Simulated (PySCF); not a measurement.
# Steps of a relaxation of [Dy(H2O)2]3+

[Dy(H2O)2]3+ (singlet in the valence; each metal's 4f electrons, 9 of them, lie in its core potential, out of spins and levels; a saddle point, relaxed within its symmetry). PySCF 2.14.0, RKS TPSS, Dy lcecp-1-SVP with ECP55, O def2-SVP, H def2-SVP; non-relativistic Hamiltonian with scalar-relativistic core potentials where named; density fitting; no spin-orbit coupling. Origin of the start: template. Columns: position (Å) and force (eV/Å). Energies are counted from the last step; some of the 6 steps are shown. Forces carry noise of the integration grid, about 0.01 to 0.03 eV/Å.

Run from Python with OMP_NUM_THREADS=2. Where DIIS fails, smearing, a level shift and second-order steps follow.
It took 16 s on 2 threads of Arm Neoverse V2, with other jobs on the host, from the converged density of the start.

```xyz
7
step 0  E = 0.391 eV
Dy    0.0000    0.0000    0.0000     0.00    0.00    0.00
O     0.0000    0.0000    2.4475     0.00    0.00   -3.02
H     0.5445    0.5445    3.0375     0.71    0.71    0.82
H    -0.5445   -0.5445    3.0375    -0.71   -0.71    0.82
O     0.0000    0.0000   -2.4475     0.00    0.00    3.02
H     0.5445   -0.5445   -3.0375     0.71   -0.71   -0.82
H    -0.5445    0.5445   -3.0375    -0.71    0.71   -0.82
```

```xyz
7
step 2  E = 0.034 eV
Dy    0.0000    0.0000    0.0000     0.00    0.00    0.00
O     0.0000    0.0000    2.2991     0.00    0.00    0.24
H     0.5539    0.5539    2.9441    -0.20   -0.20   -0.37
H    -0.5539   -0.5539    2.9441     0.20    0.20   -0.37
O     0.0000    0.0000   -2.2991     0.00    0.00   -0.24
H     0.5539   -0.5539   -2.9441    -0.20    0.20    0.37
H    -0.5539    0.5539   -2.9441     0.20   -0.20    0.37
```

```xyz
7
step 3  E = 0.006 eV
Dy    0.0000    0.0000    0.0000     0.00    0.00    0.00
O     0.0000    0.0000    2.2551     0.00    0.00    0.46
H     0.5519    0.5519    2.8983    -0.12   -0.12   -0.24
H    -0.5519   -0.5519    2.8983     0.12    0.12   -0.24
O     0.0000    0.0000   -2.2551     0.00    0.00   -0.46
H     0.5519   -0.5519   -2.8983    -0.12    0.12    0.24
H    -0.5519    0.5519   -2.8983     0.12   -0.12    0.24
```

Q: Where does the relaxation end?

A: It converges at step 5 in D2d:
```xyz
7
step 5  E = 0
Dy    0.0000    0.0000    0.0000
O     0.0000    0.0000    2.2562
H     0.5519    0.5519    2.8870
H    -0.5519   -0.5519    2.8870
O     0.0000    0.0000   -2.2562
H     0.5519   -0.5519   -2.8870
H    -0.5519    0.5519   -2.8870
```

Q: How did the contacts change?

A: 
```tsv
contact	start (Å)	end (Å)
Dy1–O2 (H2O)	2.447	2.256
Dy1–O5 (H2O)	2.447	2.256
```


An lcecp potential fixes the number of 4f electrons, so in runs with it no electron can move into or out of that shell.
